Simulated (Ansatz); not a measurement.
Geometry optimisation, RKS LDA/def2-SVP in Ansatz 0.2.0.

Input file:

```yaml
crystal:
  periodic: [false, false, false]
  atoms:
    - { symbol: "N", position_ang: [-1.6659, -1.4809, 0.4582] }
    - { symbol: C, position_ang: [-0.5714, -0.8579, -0.253] }
    - { symbol: Ge, position_ang: [1.0928, -1.0344, 0.7417] }
    - { symbol: C, position_ang: [-0.0385, 0.4487, 0.2797] }
    - { symbol: Si, position_ang: [0.6237, 1.5924, -1.007] }
    - { symbol: H, position_ang: [-1.6284, -1.2887, 1.4797] }
    - { symbol: H, position_ang: [-2.5392, -0.9118, 0.1426] }
    - { symbol: H, position_ang: [-0.4721, -1.0184, -1.3538] }
    - { symbol: H, position_ang: [1.0394, -1.2455, 2.3282] }
    - { symbol: H, position_ang: [2.4532, -0.8546, -0.0049] }
    - { symbol: H, position_ang: [-0.691, 0.8543, 1.1632] }
    - { symbol: H, position_ang: [1.5616, 2.5387, -0.3043] }
    - { symbol: H, position_ang: [-0.5088, 2.3835, -1.6516] }
    - { symbol: H, position_ang: [1.3314, 0.8455, -1.9898] }
basis:
  gaussian: { orbitals: def2-SVP }
hamiltonian:
  xc: lda
relax:
  f_tol: 0.015
  max_steps: 40
output:
  orbitals: {}
```

Launched with:

```bash
$ ansatz run input.yaml --threads 2 --pin off --max-ram 3072MiB --backend cpu --events-out ev --progress --plain --runs-dir out
```

**Question.** Where does it end, and by what steps?

**Answer.** The forces met the threshold. After 9 steps the energy has fallen by 0.503 eV; H10 moved furthest, 0.31 Å.

| step | energy less start (eV) | largest force component (eV/Å) | accepted |
| --- | --- | --- | --- |
| 0 | 0.0000 | 1.684 | yes |
| 1 | -0.4325 | 0.722 | yes |
| 2 | -0.4851 | 0.258 | yes |
| 3 | -0.4936 | 0.251 | yes |
| 4 | -0.5004 | 0.111 | yes |
| 5 | -0.5000 | 0.092 | no |
| 6 | -0.5017 | 0.035 | yes |
| 7 | -0.5022 | 0.051 | yes |
| 8 | -0.5025 | 0.022 | yes |
| 9 | -0.5026 | 0.011 | yes |

```xyz
14
Properties=species:S:1:pos:R:3
N -1.736 -1.438 0.410
C -0.551 -0.880 -0.127
Ge 1.154 -0.997 0.802
C -0.014 0.494 0.286
Si 0.576 1.698 -0.992
H -1.764 -1.384 1.436
H -2.573 -0.954 0.051
H -0.441 -1.092 -1.213
H 1.115 -1.324 2.298
H 2.474 -1.159 0.045
H -0.534 0.930 1.164
H 1.487 2.738 -0.393
H -0.555 2.409 -1.703
H 1.349 0.929 -2.037
```

Run time: 17 s on 2 threads of AMD EPYC 9R14 (Zen 4), with other jobs on the host, peak memory 0.21 GiB.
